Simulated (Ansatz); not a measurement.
Isolated molecules relaxed with PBE0-D4/def2-TZVP in Ansatz; ΔE leaves out vibrations. CBS: MP2 limit from def2 TZ/QZ plus the TZ coupled-cluster correction, frozen cores. This one scheme is used for every species. DFT in def2-TZVPP. Elements past krypton have def2 core potentials. For Hf outer-core shells are correlated without core-valence functions, which leaves a few kJ/mol of doubt a bond. Each species was taken in one conformer, which may not be the lowest.

Consider the ligand exchange at the Hf–O bond: `[OH][Hf]([OH])([F])[F]` + H–F → `[OH][Hf]([F])([F])[F]` + H₂O.

`[OH][Hf]([OH])([F])[F]`:

Cartesian coordinates in Å:
```
O -0.599 1.087 -1.152
Hf 0.022 0.203 0.424
O 0.545 -1.602 0.076
F 1.520 1.163 1.130
F -1.375 0.208 1.735
H -0.886 1.419 -1.996
H 0.774 -2.477 -0.217
```

H–F:

```xyz
2

F     0.193    0.020    0.417
H    -0.193   -0.020   -0.417
```

`[OH][Hf]([F])([F])[F]`:

Cartesian coordinates in Å:
```
O 1.152 -0.670 -0.535
Hf -0.371 0.219 0.174
F -1.813 -1.012 0.375
F 0.043 0.966 1.879
F -0.916 1.620 -0.998
H 1.906 -1.124 -0.895
```

H₂O:

Cartesian coordinates in Å:
```
O 0.279 0.262 0.069
H -0.651 0.429 -0.095
H 0.372 -0.692 0.027
```

| level | ΔE (kJ/mol) |
| --- | --- |
| LDA (SPW92) | -45.5 |
| PBE-D4 | -52.6 |
| CAM-B3LYP | -50.5 |
| MP2/def2-SVP | -45.0 |

(1) What does CCSD(T)/CBS give? (An estimate is asked.)

(2) What do rigid-rotor, harmonic-oscillator terms from PBE0-D4/def2-TZVP frequencies (298.15 K, 1 bar) make of the CCSD(T)/CBS value? (Estimate.)

Largest T1 diagnostic among the species: 0.016.

Results:

(1) Ansatz gave: -44.4 kJ/mol. The listed levels differ from it by -1.1, -8.2, -6.1, -0.6 kJ/mol.

(2) The calculation gave: ΔZPE = +4.9 kJ/mol, ΔH = -41.2 kJ/mol, ΔS = -7 J/(mol·K), ΔG = -39.2 kJ/mol.

From BLYP to BHLYP (50 % exact exchange), in def2-TZVPP and without D4, ΔE moves by +6.6 kJ/mol. Leaving LDA and LC-ωPBE aside and taking each functional with its dispersion term where it has one, the values, not all of them listed here, spread over 9.1 kJ/mol, from B97M-V to PBE-QIDH. LDA lies +8.5 kJ/mol from PBE without D4. In def2-TZVPP, CCSD(T) changes the Hartree–Fock value by +4.4 kJ/mol (the triples alone add −0.0 kJ/mol) and MP2 by +7.1 kJ/mol.
